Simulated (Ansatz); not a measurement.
Al₁₇As₁₇H₄₀: single points at one geometry.

```yaml
crystal:
  periodic: [false, false, false]
  atoms:
    - {symbol: As, position_ang: [-1.459853, -5.212675, -0.568564]}
    - {symbol: Al, position_ang: [-3.318283, -4.193523, 0.831782]}
    - {symbol: Al, position_ang: [-3.668139, -2.127745, -2.896173]}
    - {symbol: As, position_ang: [-3.542893, -2.039045, -0.381077]}
    - {symbol: Al, position_ang: [-5.393511, -0.833511, 0.754627]}
    - {symbol: As, position_ang: [-5.257962, 1.348866, -0.549855]}
    - {symbol: Al, position_ang: [0.752355, -4.285861, 0.065203]}
    - {symbol: As, position_ang: [0.595020, -4.268409, 2.599874]}
    - {symbol: Al, position_ang: [0.523028, -2.058478, -2.980600]}
    - {symbol: As, position_ang: [-1.563941, -0.886585, -3.588227]}
    - {symbol: As, position_ang: [0.523543, -1.908957, -0.480714]}
    - {symbol: Al, position_ang: [-1.556771, -0.874861, 0.348634]}
    - {symbol: Al, position_ang: [0.396913, -2.100849, 3.844942]}
    - {symbol: As, position_ang: [-1.463359, -0.804312, 2.849958]}
    - {symbol: Al, position_ang: [-1.530371, 1.507535, -2.983875]}
    - {symbol: As, position_ang: [-1.401952, 1.439171, -0.483556]}
    - {symbol: Al, position_ang: [-3.352417, 2.806697, 0.082616]}
    - {symbol: Al, position_ang: [-1.574753, 1.461907, 3.847954]}
    - {symbol: As, position_ang: [-3.406688, 2.653714, 2.617473]}
    - {symbol: Al, position_ang: [4.614893, -2.219613, -3.035099]}
    - {symbol: As, position_ang: [2.590568, -0.838857, -3.599191]}
    - {symbol: As, position_ang: [4.477511, -1.906848, -0.482964]}
    - {symbol: Al, position_ang: [2.472026, -0.756644, 0.413955]}
    - {symbol: As, position_ang: [2.339411, -0.827438, 2.911267]}
    - {symbol: Al, position_ang: [2.685088, 1.549200, -2.928005]}
    - {symbol: As, position_ang: [0.572521, 2.665061, -3.606872]}
    - {symbol: As, position_ang: [2.637512, 1.526837, -0.418862]}
    - {symbol: Al, position_ang: [0.581265, 2.547360, 0.394601]}
    - {symbol: Al, position_ang: [2.468994, 1.425424, 3.969770]}
    - {symbol: As, position_ang: [0.490804, 2.492557, 2.893187]}
    - {symbol: Al, position_ang: [0.465903, 5.119637, -3.069917]}
    - {symbol: As, position_ang: [0.562486, 4.855107, -0.509886]}
    - {symbol: Al, position_ang: [4.659652, 2.773826, 0.330362]}
    - {symbol: As, position_ang: [4.473021, 2.418792, 2.862618]}
    - {symbol: H, position_ang: [-1.366610, -6.734681, -0.575304]}
    - {symbol: H, position_ang: [-1.629520, -4.977846, -2.061888]}
    - {symbol: H, position_ang: [-4.615128, -5.130928, 0.814446]}
    - {symbol: H, position_ang: [-2.500671, -3.954353, 2.212191]}
    - {symbol: H, position_ang: [-3.479419, -3.655603, -3.363201]}
    - {symbol: H, position_ang: [-4.920204, -1.233638, -3.365477]}
    - {symbol: H, position_ang: [-6.837323, -1.487507, 0.536355]}
    - {symbol: H, position_ang: [-4.921551, -0.327408, 2.218040]}
    - {symbol: H, position_ang: [-5.140454, 1.128801, -2.051364]}
    - {symbol: H, position_ang: [-6.526503, 2.196170, -0.541609]}
    - {symbol: H, position_ang: [2.113979, -5.007381, -0.355404]}
    - {symbol: H, position_ang: [-0.361347, -5.299198, 3.181438]}
    - {symbol: H, position_ang: [1.894174, -4.870733, 3.138594]}
    - {symbol: H, position_ang: [0.557471, -3.610019, -3.393605]}
    - {symbol: H, position_ang: [-1.578284, -0.897152, -5.117114]}
    - {symbol: H, position_ang: [0.418924, -2.272155, 5.431243]}
    - {symbol: H, position_ang: [-2.732349, -1.491176, 3.333916]}
    - {symbol: H, position_ang: [-2.850417, 2.317797, -3.406247]}
    - {symbol: H, position_ang: [-3.321167, 4.350503, -0.330207]}
    - {symbol: H, position_ang: [-1.701301, 1.568191, 5.435587]}
    - {symbol: H, position_ang: [-4.747041, 2.182491, 3.161063]}
    - {symbol: H, position_ang: [-3.430565, 4.066979, 3.194346]}
    - {symbol: H, position_ang: [4.299369, -3.777555, -3.237389]}
    - {symbol: H, position_ang: [5.976954, -1.507102, -3.483076]}
    - {symbol: H, position_ang: [2.600651, -0.798562, -5.126890]}
    - {symbol: H, position_ang: [4.661768, -3.219691, 0.268258]}
    - {symbol: H, position_ang: [5.677452, -1.156697, 0.083928]}
    - {symbol: H, position_ang: [3.595690, -1.550709, 3.391839]}
    - {symbol: H, position_ang: [4.001824, 2.312453, -3.423212]}
    - {symbol: H, position_ang: [0.613786, 2.640282, -5.134544]}
    - {symbol: H, position_ang: [2.473682, 1.450066, 5.565831]}
    - {symbol: H, position_ang: [0.504148, 3.940441, 3.376850]}
    - {symbol: H, position_ang: [-1.001620, 5.699512, -3.348059]}
    - {symbol: H, position_ang: [1.825210, 5.870501, -3.461749]}
    - {symbol: H, position_ang: [-0.555344, 5.620314, 0.189269]}
    - {symbol: H, position_ang: [1.751574, 5.574141, 0.114429]}
    - {symbol: H, position_ang: [5.992868, 1.995324, -0.098484]}
    - {symbol: H, position_ang: [4.417041, 4.350754, 0.149485]}
    - {symbol: H, position_ang: [5.628655, 1.565461, 3.378383]}
    - {symbol: H, position_ang: [4.819950, 3.682466, 3.643932]}
basis:
  gaussian: {orbitals: def2-SVP, fitting: {mean_field: def2-universal-jkfit}, initial_orbitals: start.molden}
magnetization: {spin_polarized: true, initial_magnetization: 2}
hamiltonian: {xc: pbe, dispersion: d4}
scf: {omitted_lower_state_checks: [starts]}
output: {orbitals: {seedname: orbitals}}
```

The file start.molden holds the orbitals of an earlier run on this structure, at another level or in another basis.

```sh
$ ansatz run in.yaml --threads 11 --pin off --events-out ev --progress --plain --max-ram 174080MiB --backend cuda --devices 0, --max-vram 75GiB
```

Output, abridged:

```
Functional definition: PBE
7418 factors; integrals over basis functions are off by at most 3.6e-1 eV
mean field evaluation 1: about -1146743.6327 eV, gradient 1.6e1 eV
mean field evaluation 2: about -1146744.5590 eV, gradient 1.0e0 eV
mean field evaluation 4: about -1146744.5637 eV, gradient 1.1e-1 eV
mean field evaluation 8: about -1146744.5642 eV, gradient 1.3e-4 eV
mean field evaluation 16: about -1146744.5642 eV, gradient 7.1e-6 eV
mean field -1146744.56419225 eV, -42142.0854426822 hartree, gradient 7.1e-6 eV, S^2 2.002041; 0 other end points of the search recorded, 0 dependent functions left out
reference -1146744.56432347 eV, -42142.0854475045 hartree; 412, 410 occupied and 638, 640 virtual orbitals, 7418 factors
Total energy: -1146751.17623920 eV, -42142.3284309256 hartree
Checks for a lower state left out: starts
```

Run time 20 s (11 threads of AMD EPYC 7R13 on a shared host and a whole NVIDIA H100 80GB HBM3), peak host memory 2 GiB.

First input, but with `gaussian: {orbitals: def2-SVP, fitting: {mean_field: def2-universal-jkfit}}`, `hamiltonian: {xc: pbe0, dispersion: d4}` (abridged; 50 s):

```
Functional definition: PBE0
mean field evaluation 16: about -1146788.2885 eV, gradient 1.9e-2 eV
mean field evaluation 32: about -1146788.2887 eV, gradient 3.4e-4 eV
mean field -1146788.28868838 eV, -42143.6922882774 hartree, gradient 3.0e-6 eV, S^2 2.004861
Total energy: -1146794.40593596 eV, -42143.9170929794 hartree
Checks for a lower state left out: starts
```

Geometry: PBE-D4/def2-SVP, that of the neutral singlet.

Single mean-field runs in def2-SVP are fitted with def2-universal-jkfit. At PBE-D4/def2-SVP the gap within one spin of the charge 0 triplet nearly closes, so an electron or hole may be smeared out by delocalisation error. At PBE0-D4/def2-SVP a singlet of charge 0 lies 3.89 eV below the triplet at the same geometry.
